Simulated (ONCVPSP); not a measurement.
# nickel: excitation energies, all-electron against ONCV

ONCVPSP 4.0.1 input, shortened (lines: element, Z, core and valence counts, functional; n l f; lmax; l rc ep ncon nbas qcut; lloc lpopt rc5 dvloc0; l nproj debl; icmod fcfact rcfact), PBE, scalar-relativistic:

```
  Ni 28.00    4    4        4      upf
    1    0    2.00
    2    0    2.00
    2    1    6.00
    3    0    2.00
    3    1    6.00
    3    2    8.00
    4    0    1.75
    4    1    0.25
    2
    0    2.45    0.00    3    6    2.40
    1    1.10    0.00    4    8   13.40
    2    1.55    0.00    4    8    9.60
    4    5    1.00    0.00
    0    1    2.30
    1    3    1.20
    2    3    1.20
    3    5.25    1.35
```

Energies are relative to the spin-unpolarised reference configuration 3p6 3d8 4s1.75 4p0.25; without spin polarisation the order of configurations can differ from experiment. Not all tests gave a result: 1 of 4 tests not solved or not reliable.

| valence configuration | charge | ΔE all-electron (eV) | error AE − PS (meV) |
| --- | --- | --- | --- |
| 3p6 3d8 4s2 4p0 | 0 | -1.115 | -0.4 |
| 3p6 3d8 4s1 4p0 | +1 | 8.208 | +0.9 |
| 3p6 3d8 4s0 4p2 | 0 | 8.388 | -31 |

Note: ghosts flagged at negative energy: s at -91.8 eV; no localised positive-energy state flagged. A true bound ghost makes a file unfit for plane-wave use.
